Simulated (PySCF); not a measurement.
Compound: C7H14NP.
Geometry (GFN2-xTB, Å), atoms numbered from 1 in this order:
```xyz
23
C7H14NP angstrom
C      2.3044    1.4517    0.1735
C      2.0738    0.1688   -0.0447
C      1.3184   -0.7088    0.8863
P     -0.4119   -1.0724    0.3866
C     -0.2930   -1.6643   -1.3646
N     -0.9190   -2.0664    1.4707
C     -1.2067    0.5846    0.2347
C     -1.8226    1.0072    1.3291
C     -1.1227    1.3628   -1.0362
H      1.9511    1.9430    1.0653
H      2.8514    2.0621   -0.5252
H      2.4413   -0.3023   -0.9481
H      1.7818   -1.6942    0.9885
H      1.2307   -0.2643    1.8810
H      0.2276   -0.9737   -2.0212
H     -1.3007   -1.8398   -1.7421
H      0.2343   -2.6182   -1.3351
H     -1.8765   -2.3709    1.3636
H     -2.3163    1.9642    1.3925
H     -1.8490    0.3823    2.2086
H     -1.5809    2.3420   -0.9110
H     -1.6385    0.8387   -1.8401
H     -0.0820    1.4949   -1.3289
```

Computed at PBE0/pcSseg-1 (PySCF, non-relativistic), with Q(14N) = 0.02044 b: N6, 14N (I = 1): χzz = 3.146 MHz, η = 0.767.

(1) Find the zero-field quadrupole resonance frequencies of 14N at N6.

Answers

(1) From ν± = (3/4)|χ|(1 ± η/3) and ν0 = |χ|η/2: ν+ 2.962 MHz, ν− 1.757 MHz, ν0 1.206 MHz (nitrogen bonded to P and H).

In a crystal, neighbours and librations shift these lines. The structure is a single GFN2-xTB conformer in the gas phase; no vibrational or solvent corrections. GFN2-xTB bond lengths can be off by several hundredths of an ångström, more for odd bonds, and the gradients follow them. With so small a basis the couplings can be 20 % off.
